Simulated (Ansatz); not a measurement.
Species: sum formula BNH3F2 (charge +1, singlet). It need not be the lowest isomer of its formula. 
Geometry from a B3LYP-D3(BJ)/def2-TZVP (Ansatz, a quantum-chemistry and plane-wave program) optimisation:
```
N
H 1 1.0253
H 1 1.0276 2 108.02
H 1 1.0278 2 107.83 3 114.02
B 1 1.5582 2 112.36 4 122.85
F 5 1.2877 1 116.56 2 -2.20
F 5 1.2883 6 127.56 1 179.92
```
Charge +1, spin multiplicity 1.

Parts of the frozen-core correlation energy in STO-3G (Ansatz, hartree). Frozen orbitals: 4; correlated occupied orbitals by spin: 12 and 12; virtual: 7 and 7. Spin-orbit coupling is left out. Non-relativistic.

```json
[
 {"term": "reference (HF)", "value": "-275.90805"},
 {"term": "MP2 opposite-spin", "value": "?"},
 {"term": "MP2 same-spin", "value": "?"},
 {"term": "CCSD correlation", "value": "-0.17096"},
 {"term": "(T)", "value": "?"},
 {"term": "T1 diagnostic", "value": "0.016"},
 {"term": "largest doubles amplitude", "value": "0.065"}
]
```

Question: Complete the blanks.

Answer: 
- MP2 opposite-spin, value: -0.11708
- MP2 same-spin, value: -0.02794
- (T), value: -0.00885
